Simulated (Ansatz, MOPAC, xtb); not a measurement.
Two conformers of C4H10O (SMILES CCC(C)O), B3LYP-D3(BJ)/def2-TZVP minima.
Conformer 1 (charge 0, multiplicity 1):
```xyz
15

C      2.017    -0.117    -0.130
C      0.602    -0.676    -0.020
C     -0.480     0.390    -0.106
C     -1.882    -0.202    -0.082
O     -0.280     1.275     1.003
H      2.210     0.603     0.665
H      2.759    -0.914    -0.059
H      2.164     0.391    -1.087
H      0.480    -1.206     0.930
H      0.424    -1.406    -0.816
H     -0.343     0.951    -1.042
H     -2.037    -0.771     0.836
H     -2.640     0.584    -0.129
H     -2.040    -0.865    -0.935
H     -0.953     1.963     0.973
```
Conformer 2 (charge 0, multiplicity 1, Z-matrix in Å and degrees):
```
C
H 1 1.0926
O 1 1.4312 2 103.85
H 3 0.9636 1 108.42 2 172.44
C 1 1.5236 2 108.52 3 118.12
H 5 1.0902 1 110.10 2 -56.71
H 5 1.0921 6 108.53 1 -121.73
H 5 1.0929 6 108.01 7 -116.57
C 1 1.5327 2 107.62 3 -118.35
H 9 1.0926 1 107.55 2 55.24
H 9 1.0945 10 106.76 1 116.03
C 9 1.5272 10 109.32 11 118.53
H 12 1.0909 9 110.64 10 -56.69
H 12 1.0914 13 107.39 9 122.66
H 12 1.0927 13 106.93 14 115.84
```

No zero-point or thermal terms.

The state that AM1, PM7 reach isn't checked; PM7 holds dispersion and hydrogen-bond terms.

Codes used: Ansatz (Gaussian basis) for Hartree–Fock, density functionals and correlated methods; MOPAC for AM1, PM7 (differences of heats of formation); xtb for the GFN methods. 

Problem. One of these levels gives -26.6 meV for the electronic energy of conformer 2 less that of conformer 1. Which one is it?
A) PBE/def2-TZVPP
B) AM1
C) PM7
D) GFN-FF

Solution. B, AM1. The others give 0.3 (GFN-FF), -52.4 (PM7), 47.4 (PBE/def2-TZVPP)

Ansatz is a first-principles code.
